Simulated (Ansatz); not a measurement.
Two members of one family (Oligo(furan)), computed with Ansatz in the gas phase. The two geometries come from different levels. Binding counts from free atoms in the multiplicity of their measured ground term, without zero-point energy. The structures are stationary points that may keep the symmetry of their start.

First: c1coc(-c2ccc(-c3ccc(-c4ccc(-c5ccc(-c6ccco6)o5)o4)o3)o2)c1 (singlet, charge 0, r2SCAN-D4/def2-SVP geometry).

Cartesian coordinates in Å:
```
C 8.600 0.258 -4.112
C 8.945 -1.038 -3.833
O 7.945 -1.658 -3.154
C 6.941 -0.752 -2.992
C 5.774 -1.197 -2.295
C 5.418 -2.400 -1.718
C 4.120 -2.216 -1.174
C 3.764 -0.909 -1.452
C 2.603 -0.131 -1.174
C 2.255 1.178 -1.456
C 0.958 1.372 -0.917
C 0.592 0.170 -0.336
C -0.577 -0.256 0.357
C -0.952 -1.452 0.941
C -2.249 -1.248 1.477
C -2.588 0.062 1.189
C -3.743 0.853 1.460
C -4.079 2.162 1.170
C -5.376 2.367 1.708
C -5.752 1.171 2.293
C -6.937 0.760 2.988
C -8.107 1.420 3.312
C -8.913 0.474 4.012
C -8.183 -0.685 4.066
O -6.987 -0.520 3.448
O -4.758 0.252 2.141
O -1.573 0.666 0.508
O 1.592 -0.744 -0.492
O 4.771 -0.288 -2.134
C 7.294 0.451 -3.567
H 9.207 0.988 -4.644
H 9.823 -1.644 -4.038
H 6.031 -3.299 -1.699
H 3.509 -2.941 -0.641
H 2.872 1.896 -1.989
H 0.351 2.275 -0.941
H -0.352 -2.360 0.970
H -2.874 -1.960 2.013
H -3.458 2.876 0.634
H -5.969 3.279 1.673
H -8.352 2.453 3.075
H -9.907 0.632 4.424
H -8.365 -1.671 4.487
H 6.684 1.352 -3.588
```

```
           level  HOMO (eV)  LUMO (eV)  gap (eV)  binding per atom (eV)
 PBE-D4/def2-SVP      -4.19      -2.33      1.86                   5.71
PBE0-D4/def2-SVP      -4.95      -1.76      3.19                   5.54
```

Second: c1coc(-c2ccc(-c3ccc(-c4ccc(-c5ccc(-c6ccc(-c7ccco7)o6)o5)o4)o3)o2)c1 (singlet, charge 0, PBE-D4/def2-SVP geometry).

Cartesian coordinates in Å:
```
C -6.024 -6.144 -7.321
C -5.186 -7.235 -7.382
O -4.101 -7.051 -6.576
C -4.240 -5.822 -5.986
C -3.199 -5.417 -5.086
C -2.026 -6.028 -4.665
C -1.403 -5.124 -3.760
C -2.235 -4.013 -3.682
C -2.156 -2.786 -2.949
C -2.986 -1.674 -2.867
C -2.361 -0.773 -1.961
C -1.187 -1.389 -1.543
C -0.144 -0.995 -0.646
C 1.031 -1.611 -0.229
C 1.657 -0.713 0.677
C 0.828 0.401 0.761
C 0.913 1.625 1.497
C 0.087 2.740 1.582
C 0.716 3.637 2.489
C 1.889 3.018 2.904
C 2.936 3.407 3.799
C 4.107 2.784 4.212
C 4.740 3.679 5.119
C 3.917 4.794 5.206
C 4.014 6.018 5.948
C 3.200 7.139 6.042
C 3.853 8.024 6.957
C 5.008 7.388 7.354
O 5.115 6.171 6.748
O 2.819 4.632 4.404
O 2.010 1.793 2.301
O -0.267 0.231 -0.045
O -1.062 -2.615 -2.143
O -3.329 -4.190 -4.490
C -5.414 -5.221 -6.414
H -6.966 -6.017 -7.863
H -5.217 -8.183 -7.927
H -1.672 -7.014 -4.983
H -0.461 -5.253 -3.220
H -3.929 -1.541 -3.405
H -2.714 0.212 -1.642
H 1.383 -2.597 -0.550
H 2.601 -0.848 1.213
H -0.858 2.876 1.047
H 0.365 4.622 2.811
H 4.453 1.798 3.888
H 5.685 3.541 5.654
H 2.255 7.292 5.514
H 3.510 9.012 7.283
H 5.824 7.655 8.032
H -5.780 -4.237 -6.107
```

Problem. Estimate how these quantities change from the first to the second (second minus first).

Solution. 
```
           level  Δ HOMO (eV)  Δ LUMO (eV)  Δ gap (eV)  Δ binding per atom (eV)
 PBE-D4/def2-SVP         0.02        -0.13       -0.14                     0.03
PBE0-D4/def2-SVP         0.03        -0.15       -0.18                     0.02
```
